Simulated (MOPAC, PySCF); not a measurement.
C2H6SSi, SMILES `CS[SiH]=C` (C–Si–S–C torsion 0°), neutral singlet in the gas phase. 

Cartesian coordinates (Å):
SMILES: C=[SiH]SC
```xyz
10

C      1.7056    -0.4959     0.1355
Si     0.9592     1.0152     0.3377
S     -1.1038     1.3845     0.2781
C     -1.7001    -0.3016    -0.0310
H      2.7859    -0.5714     0.1859
H      1.1718    -1.4196    -0.0453
H      1.6914     2.2741     0.5842
H     -1.3114    -0.6787    -0.9759
H     -2.7862    -0.2411    -0.0834
H     -1.4124    -0.9655     0.7831
```
Charge 0, multiplicity 1.

All levels are single points at this geometry (PBE0-D3(BJ)/def2-TZVP); Pople sets use spherical d functions. Orbital energies aren't observables, and empty levels follow the basis.

HF/6-31G* in PySCF gives gap (eV) = 11.08.

Problem. Estimate the gap (eV) from each of these levels: PBE-D3(BJ)/def2-TZVP in PySCF; PBE0-D3(BJ)/def2-TZVP in PySCF; ωB97X-D3(BJ)/def2-TZVP in PySCF; B3LYP/3-21G in PySCF; B3LYP/LANL2DZ in PySCF; BP86/6-31G* in PySCF; M06-2X/6-31G* in PySCF; PBE/6-31G* in PySCF; SVWN5/6-31G* in PySCF; HF/STO-3G in PySCF; PM3 in MOPAC; PM7 in MOPAC.

Solution. 
```
level                            gap (eV)
-------------------------------  --------
PBE-D3(BJ)/def2-TZVP in PySCF        3.62
PBE0-D3(BJ)/def2-TZVP in PySCF       5.41
ωB97X-D3(BJ)/def2-TZVP in PySCF      9.64
B3LYP/3-21G in PySCF                 5.33
B3LYP/LANL2DZ in PySCF               5.11
BP86/6-31G* in PySCF                 3.80
M06-2X/6-31G* in PySCF               7.40
PBE/6-31G* in PySCF                  3.79
SVWN5/6-31G* in PySCF                3.75
HF/STO-3G in PySCF                  12.89
PM3 in MOPAC                         6.56
PM7 in MOPAC                         7.54
```
